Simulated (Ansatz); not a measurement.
Species: C2H6AlCl, charge 0, multiplicity 1. SMILES: [CH3][Al]([CH3])[Cl]
Geometry: optimised at B3LYP-D3(BJ)/def2-TZVP (Ansatz, an electronic-structure program).

Computed values are from Ansatz. Cores are frozen in the correlated levels unless marked. UHF or UKS for open shells. No spin-orbit coupling. Non-relativistic. CBS(X,Y): correlation extrapolated as X^-3; Hartree-Fock from the larger set. [CCSD(T)-MP2]/basis is that difference in the basis named.

```json
{
 "atomisation energy De": "3602.7 kJ/mol at RI-MP2/CBS(aug-cc-pV(T+d)Z,aug-cc-pV(Q+d)Z)+[CCSD(T)-MP2]/aug-cc-pV(T+d)Z",
 "total_energy": "-781.5985 Eh at RI-MP2/CBS(aug-cc-pV(T+d)Z,aug-cc-pV(Q+d)Z)+[CCSD(T)-MP2]/aug-cc-pV(T+d)Z",
 "dipole_moment": "2.06 D at CCSD(T)/aug-cc-pV(D+d)Z",
 "T1 diagnostic": "0.009 at CCSD/aug-cc-pV(T+d)Z"
}
```
